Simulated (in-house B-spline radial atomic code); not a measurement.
**Ionising the osmium ion Os²⁺ with different functionals**

Computed with a B-spline radial code for spherical atoms: scalar-relativistic (spin-free X2C) Hamiltonian, Fermi nucleus of rms radius 5.4126 fm, spin-polarised at highest spin, spherical fractional occupations for the functionals, and exact exchange of hybrids averaged over the configuration. The ionisation energy is the difference of two self-consistent energies, [Xe] 4f14 5d6 → [Xe] 4f14 5d5, without Breit or QED terms; ε is the level of the shell that loses the electron (its least bound occupied spin orbital). There is no spin-orbit coupling in this Hamiltonian.

| method | rung | ΔSCF (eV) | -ε(5d) (eV) |
| --- | --- | --- | --- |
| PBE0 | global hybrid | 26.58 | 22.66 |
| B3LYP | global hybrid | 27.04 | 22.70 |
| TPSSh | global hybrid | 26.54 | 21.60 |
| BHandHLYP | global hybrid | 26.69 | 24.28 |
| r2SCAN0 | global hybrid | 26.10 | 22.36 |
| B97-1 | global hybrid | 26.99 | 22.65 |
| HSE06 | range-separated hybrid | 26.57 | 22.25 |
| wB97X | range-separated hybrid | 26.75 | 25.42 |
| CAM-B3LYP | range-separated hybrid | 27.02 | 24.47 |
| LC-wPBE | range-separated hybrid | 26.52 | 25.52 |

Among the functionals, which spreads more, the ΔSCF values or the orbital energies?

The orbital energies: ΔSCF values span about 0.94 eV and the orbital energies 3.92 eV; here energy differences depend much less on the functional than eigenvalues do.

How do they compare with the NIST value?

NIST lists 25 eV ± 1.6 (tabulated theory, ground level to ground level). Errors run from +1.10 to +2.04 eV; all lie within about twice that uncertainty, so the table can't rank the methods.
